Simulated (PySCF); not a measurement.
**Frontier orbitals and the lowest excitations**

C5H7ClO2.
Structure used (GFN2-xTB), in Å, numbered top down from 1:
```
atom  x, y, z in Å
C1    -1.8348   -1.0659   -0.9867
C2    -1.0002   -0.1807   -0.4499
C3    -1.3946    1.2174   -0.1086
Cl4   -1.6207    1.3396    1.6678
C5     0.3897   -0.6182   -0.1229
O6     0.7969   -1.7411   -0.2825
O7     1.1263    0.3834    0.3665
C8     2.4628    0.0849    0.7414
H9    -1.4992   -2.0696   -1.1865
H10   -2.8529   -0.8195   -1.2341
H11   -2.3457    1.4859   -0.5662
H12   -0.6198    1.9367   -0.3695
H13    2.6946    0.7016    1.6074
H14    3.1361    0.3283   -0.0829
H15    2.5570   -0.9749    0.9846
```

Method: TDDFT PBE0/def2-SVPD, vertical, gas phase, core orbitals frozen in the response in PySCF.

Frontier orbitals with the atoms that hold most of them (Löwdin shares over 4%, at most four atoms; ? is withheld):

```csv
orbital,ε (eV),atoms
HOMO-3,-8.83,"Cl4 52%, C3 11%, C2 10%, C1 8%"
HOMO-2,-8.53,"Cl4 69%, C3 10%, O7 7%, O6 5%"
HOMO-1,-8.33,"O6 58%, C2 9%, C5 8%, O7 8%"
HOMO,-8.19,?
LUMO,?,?
LUMO+1,0.28,"Cl4 39%, C3 21%, C5 8%, O6 6%"
LUMO+2,0.61,"Cl4 16%, C8 15%, C5 12%, C3 9%"
```

(1) Which atoms hold the LUMO, and with what shares?

(2) Which atoms hold the HOMO, and with what shares?

(3) What is the LUMO energy, and the HOMO–LUMO gap?

## Answers

(1) C1 (bonded to C and 2 H) 30%; C2 (bonded to 3 C) 20%; C5 (bonded to C and 2 O) 14%; O6 (bonded to C) 10%. By element: carbon 64% or more, oxygen 10% or more.

(2) Cl4 (bonded to C) 29%; C2 (bonded to 3 C) 24%; C1 (bonded to C and 2 H) 23%; O6 (bonded to C) 12%. By element: carbon 47% or more, chlorine 29%, oxygen 12% or more.

(3) ε(LUMO) = -1.68 eV; the gap is 6.51 eV (0.2392 hartree).

Problem. How does S1 compare with the orbital gap of 6.51 eV?

Solution. S1 is at 4.89 eV (f = 0.0003), 1.62 eV below the gap, made of HOMO-1→LUMO (83%), HOMO→LUMO (9%). Its leading pair isn't HOMO and LUMO; the energies of that pair differ by 6.64 eV. Without the coupling terms of the response equations the lowest excitation would equal the gap.

Problem. Give energy, strength and leading configuration of S1 and S6, and follow the Löwdin shares of the leading atoms from the occupied to the empty orbital.

Solution. 
- S1 (4.89 eV, f 0.0003), HOMO-1→LUMO (83%): O6 58% → 10%, C2 9% → 20%, C1 at most 8% → 30%
- S6 (7.12 eV, f 0.024), HOMO→LUMO+1 (76%): Cl4 29% → 39%, C2 24% → at most 7%, C3 at most 12% → 21%

The run took 43 s wall on one thread of an Intel Xeon Platinum 8488C, no GPU, shared host with 192 logical CPUs at a one-minute load of 83, and the process peaked at 0.91 GiB of memory.

One conformer stands for the species.
